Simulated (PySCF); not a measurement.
**H₂SnS, singlet: computed properties**

Level of theory: PBE0 in PySCF with Sn def2-TZVP with ECP28, S def2-TZVP, H def2-TZVP; scalar-relativistic core potentials, no spin–orbit coupling; density-fitted integrals.

The structure is a minimum.

Coordinates in bohr (charge 0 multiplicity 1):
```
Sn    0.0000    0.0000   -0.8397
S     0.0000    0.0000    3.3199
H     2.6444    0.0000   -2.6998
H    -2.6444    0.0000   -2.6998
```

```json
{
 "Point group": "C2v",
 "Bond lengths": "Sn–H 1.711 Å (×2), Sn–S 2.201 Å",
 "Bond angles": "H–Sn–H 109.8°, H–Sn–S 125.1° (×2)",
 "Principal quadrupole moments (Buckingham, traceless) about the centre of mass": "-3.97, -0.57, 4.54 D Å",
 "Atomisation energy without zero-point energy": "837 kJ/mol",
 "Heat capacity Cp at 298.15 K": "53.5 J/(mol K)",
 "Rotational constants": "4.271, 0.1333, 0.1293 cm⁻¹",
 "Lowest empty level": "-2.79 eV",
 "Principal polarisabilities": "39.7, 51.7, 84.8 bohr³",
 "Dipole moment": "3.57 D",
 "Rotational symmetry number": "2",
 "Enthalpy at 298.15 K above 0 K": "12.22 kJ/mol",
 "Zero-point energy": "35.4 kJ/mol",
 "Highest occupied level": "-6.75 eV",
 "Entropy at 298.15 K and 1 bar": "271.4 J/(mol K)"
}
```

Harmonic modes (masses in u: Sn 119.902, S 31.972, H 1.008):
| symmetry | ω (cm⁻¹) | IR (km/mol) | μ (u) | type |
| --- | --- | --- | --- | --- |
| b2 | 423 | 27.8 | 1.08 | bend |
| b1 | 461 | 18.5 | 1.06 | bend |
| a1 | 497 | 26.5 | 36.27 | stretch |
| a1 | 716 | 103 | 1.02 | bend |
| b2 | 1910 | 187 | 1.02 | stretch |
| a1 | 1917 | 101 | 1.01 | stretch |

In C2v the vibrations span 2b2 + b1 + 3a1. Here b1 is antisymmetric to the molecular plane and b2 lies in it.

Charges (e):
```
atom  Mulliken  Löwdin  polar tensor  Mayer order to Sn1
 Sn1      0.53    0.20          1.02                   –
  S2     -0.49   -0.09         -0.54                1.98
H3,4     -0.02   -0.06         -0.24                0.88
```

Mulliken populations on Sn1 (electrons outside its core potential): s 3.37, p 7.89, d 10.18, f 0.03.

Outer orbital energies (eV). occupied: -29.31, -29.29, -18.74, -14.10, -10.12, -9.09, -7.42, -6.75; empty: -2.79, -1.18, 0.80, 1.58.

Counting electrons, tin keeps none of its valence electrons outside its bonds, so the VSEPR class is AX3 and the expected shape is trigonal planar; with unlike ligands the computed point group is C2v.

Other isomers or separated fragments may lie lower.

The final relaxation and frequency run took of the order of 60 core-seconds on a shared host.
